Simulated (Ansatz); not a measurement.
`[TeH][SiH]1CC1`. Total charge 0; spin multiplicity 1. Te takes the def2 core potential.

Z-matrix (Å, degrees):
```
Si
C 1 1.850
C 1 1.851 2 49.2
Te 1 2.469 2 120.4 3 100.4
H 1 1.479 2 118.3 3 -103.8
H 2 1.086 1 118.4 3 108.1
H 2 1.084 1 118.8 3 -107.9
H 3 1.085 1 118.4 2 -108.1
H 3 1.085 1 119.4 2 107.6
H 4 1.659 1 92.8 2 82.6
```

Q: What are the harmonic wavenumbers in cm⁻¹ at PBE0-D4/def2-TZVP (Ansatz, finite differences of forces, unscaled)? (Best estimate.)

A: The calculation gave: 121, 138, 172, 336, 468, 573, 659, 681, 698, 737, 748, 904, 954, 1007, 1023, 1196, 1415, 1430, 2142, 2251, 3136, 3140, 3212, 3227.

Q: Is this a minimum?

A: Yes, all 24 modes are real.

Q: Give the ideal-gas thermochemistry at 298.15 K and 1 bar (rigid rotor, harmonic oscillator; point group C1, symmetry number 1).

A: Zero-point energy 181.6 kJ/mol; H(298) − E = 200.8 kJ/mol; entropy 342.3 J/(mol·K), of which translation 174.0, rotation 114.7, vibration 53.7; G(298) − E = 98.7 kJ/mol.

Q: Rotational constants (cm⁻¹)?

A: 0.3438, 0.04157, 0.0411.
